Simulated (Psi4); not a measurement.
Psi4 input (wB97X-D/6-31G*):

```
memory 1500 MB

molecule {
0 1
C     1.11772400   -1.07518800    0.00034100
B     0.03322900    0.06193400   -0.02269900
C    -1.46533500   -0.20332100    0.39471800
O     0.44573400    1.30095600   -0.42675800
H     0.74291100   -2.00380600   -0.43912600
H     2.04143500   -0.79257800   -0.50609000
H     1.36858800   -1.31852800    1.03946300
H    -1.52808400   -0.79355700    1.31291100
H    -2.06396700    0.70166000    0.53180500
H    -1.95604800   -0.80473200   -0.37907000
H    -0.25118900    1.96528400   -0.40268500
symmetry c1
no_reorient
no_com
}

set {
  basis 6-31G*
  reference rks
  scf_type pk
  dft_radial_points 99
  dft_spherical_points 590
  e_convergence 1e-8
  d_convergence 1e-7
  maxiter 150
}

e = energy('wb97x-d')
print_out(f'\nFINAL {e:.10f} DIPOLE {variable("CURRENT DIPOLE")[0]:.6f} {variable("CURRENT DIPOLE")[1]:.6f} {variable("CURRENT DIPOLE")[2]:.6f}\n')
```

From the output:

```
       4A     -6.860266     5A     -1.114824     6A     -0.799086
       7A     -0.769142     8A     -0.631587     9A     -0.511892
      10A     -0.499171    11A     -0.493926    12A     -0.458141
      13A     -0.448374    14A     -0.429264    15A     -0.420559
      16A     -0.369896

    Virtual:

      17A      0.111387    18A      0.160839    19A      0.210257
      20A      0.228825    21A      0.243423    22A      0.261191
      23A      0.269871    24A      0.286480    25A      0.346939
      26A      0.399066    27A      0.450602    28A      0.567950
      29A      0.572394    30A      0.579141    31A      0.670285
      32A      0.692979    33A      0.708101    34A      0.771810
      35A      0.778974    36A      0.814939    37A      0.866887
      38A      0.930919    39A      0.965945    40A      0.984633
      41A      0.990799    42A      1.013673    43A      1.043073
      44A      1.075340    45A      1.091885    46A      1.103198
      47A      1.240159    48A      1.326210    49A      1.349243
      50A      1.393458    51A      1.539938    52A      1.568472
      53A      1.636590    54A      1.693724    55A      1.767950
      56A      1.825491    57A      1.863148    58A      1.962095
      59A      2.085426    60A      2.158743    61A      2.273839
      62A      2.342673    63A      2.369399    64A      2.433090
      65A      2.441399    66A      2.460434    67A      2.497118
      68A      2.660828    69A      2.787864    70A      2.917631
      71A      3.669073    72A      3.994181    73A      4.387668
      74A      4.439324

    Final Occupation by Irrep:
              A
    DOCC [    16 ]
    NA   [    16 ]
    NB   [    16 ]

  @RKS Final Energy:  -180.50953798594941

   => Energetics <=

    Nuclear Repulsion Energy =            113.3843994606724976
    One-Electron Energy =                -468.4964780549363468
    Two-Electron Energy =                 192.4699353673528890
    DFT Exchange-Correlation Energy =     -17.8638555756290778
    Empirical Dispersion Energy =          -0.0035391834093705
    VV10 Nonlocal Energy =                  0.0000000000000000
    Total Energy =                       -180.5095379859494074

Computation Completed

Properties will be evaluated at   0.000000,   0.000000,   0.000000 [a0]

Properties computed using the SCF density matrix

 Multipole Moments:

 ------------------------------------------------------------------------------------
     Multipole            Electronic (a.u.)      Nuclear  (a.u.)        Total (a.u.)
 ------------------------------------------------------------------------------------

 L = 1.  Multiply by 2.5417464519 to convert [e a0] to [Debye]
 Dipole X            :         -0.5521467           -0.0000057           -0.5521524
 Dipole Y            :          0.1646582            0.0000132            0.1646714
 Dipole Z            :          0.1027695            0.0000057            0.1027751
 Magnitude           :                                                    0.5852791

 ------------------------------------------------------------------------------------

FINAL -180.5095379859 DIPOLE -0.552152 0.164671 0.102775

*** Psi4 exiting successfully. Buy a developer a beer!
```

The geometry given is a B3LYP-D3(BJ)/def2-TZVP minimum.
